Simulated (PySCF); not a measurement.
Work out the structure from these simulated measurements.

Formula: C4H12N2Si.

* 1H NMR: chemical shifts (computed TMS as zero) by class: 4.89 (1 H), 4.83 (1 H), 3.02 (1 H), 3.02 (1 H), 2.66 (1 H), 2.55 (1 H), 1.81 (1 H), 1.55 (1 H), 1.00 (1 H), 0.29 (2 H), -0.11 (1 H) ppm [GIAO PBE0/pcSseg-1]
* Rotational structure: rotational constants A, B, C: 3.366, 1.675, 1.320 GHz [PBE0-D3(BJ)/def2-SVP]
* Valence photoelectron: vertical ionisation energy: 8.68 eV [ΔSCF CAM-B3LYP/def2-SVPD]
* 13C NMR: chemical shifts (computed TMS as zero) by class: 46.8 (1 C), 46.6 (1 C), 34.3 (1 C), 33.4 (1 C) ppm [GIAO PBE0/pcSseg-1]
* UV, strongest line: among the 10 lowest singlet transitions: S9 at 7.59 eV (163 nm, f = 0.043) [TDDFT CAM-B3LYP/def2-SVPD]
* Polarisability: 88.2 au [CAM-B3LYP/def2-SVPD]
* UV, first state: lowest singlet excitation: 5.88 eV (211 nm, f = 0.004) [TDDFT CAM-B3LYP/def2-SVPD]
* XPS: Si2p3/2 106.4, C1s 289.8, C1s 290.5, C1s 291.2, C1s 291.4, N1s 404.1, N1s 404.8, Si1s 1846.3 eV [ΔSCF SCAN, pcX-2 on the ionised atom, pcseg-1 elsewhere, spin-free X2C, 2p3/2 from a spin–orbit splitting computed afterwards within the 2p shell]
* Triplet: lowest triplet excitation (Tamm–Dancoff): 5.60 eV [TDA CAM-B3LYP/def2-SVPD]
* Dipole: 1.41 D [CAM-B3LYP/def2-SVPD]

Electronic properties: PySCF, gas phase, density fitting. Levels stand in brackets. Geometry: PBE0-D3(BJ)/def2-SVP, one conformer, isolated molecule. NMR classes are plain means over equivalent atoms (diastereotopic ones count apart unless rotation or inversion swaps them), as if these changed places fast.

Problem. Propose a structure and show how it fits.

Solution. Numbering: `[NH2:1][CH2:2][C@H:3]1[CH2:4][CH2:5][NH:6][SiH2:7]1`. Its formula, C4H12N2Si, gives 1 degree of unsaturation: 1 ring and 0 π bonds in the structure found. 4 carbons fall into 4 classes; from least to most shielded: chain sp3 carbon bound to nitrogen [C2] (46.8 ppm), ring sp3 carbon bound to nitrogen [C5] (46.6 ppm), ring sp3 carbon bound to silicon [C3] (34.3 ppm), ring CH2 carbon [C4] (33.4 ppm). Hydrogen classes from least to most shielded: 1 H on an SiH2 silicon, Si7 (4.89 ppm), 1 H on an SiH2 silicon, Si7 (4.83 ppm), 1 H on an sp3 carbon bound to nitrogen, C5 (3.02 ppm), 1 H on an sp3 carbon bound to nitrogen, C5 (3.02 ppm), 1 H on an sp3 carbon bound to nitrogen, C2 (2.66 ppm), 1 H on an sp3 carbon bound to nitrogen, C2 (2.55 ppm), 1 H on a ring CH2 carbon, C4 (1.81 ppm), 1 H on a ring CH2 carbon, C4 (1.55 ppm), 1 H on an sp3 carbon bound to silicon, C3 (1.00 ppm), 2 H on a primary amine nitrogen, N1 (0.29 ppm, a mean of values up to 0.7 ppm apart in this geometry), 1 H on a silicon-bound nitrogen, N6 (-0.11 ppm). The core levels belong to: Si2p3/2 106.4 eV, SiH2 silicon [Si7]; C1s 289.8 eV, sp3 carbon bound to silicon [C3]; C1s 290.5 eV, ring CH2 carbon [C4]; C1s 291.2 eV, sp3 carbon bound to nitrogen [C2]; C1s 291.4 eV, sp3 carbon bound to nitrogen [C5]; N1s 404.1 eV, silicon-bound nitrogen [N6]; N1s 404.8 eV, primary amine nitrogen [N1]; Si1s 1846.3 eV, SiH2 silicon [Si7]. The first electron is taken from the HOMO, whose largest Löwdin shares are 0.47 on the silicon-bound nitrogen, 0.11 on an sp3 carbon bound to nitrogen, 0.09 on the primary amine nitrogen and 0.08 on the SiH2 silicon. The optimised geometry has point group C1 and is an asymmetric top. Structure: `NC[C@H]1CCN[SiH2]1`. Computed isomers that give other values at the same levels: `CN[C@@H]1CCN[SiH2]1` (13C chemical shifts (computed TMS as zero) by class: 53.3 (1 C), 45.9 (1 C), 40.5 (1 C), 37.4 (1 C) ppm). The assignments are read from this structure; whether some other isomer fits the data as well wasn't checked. The mirror image fits equally.
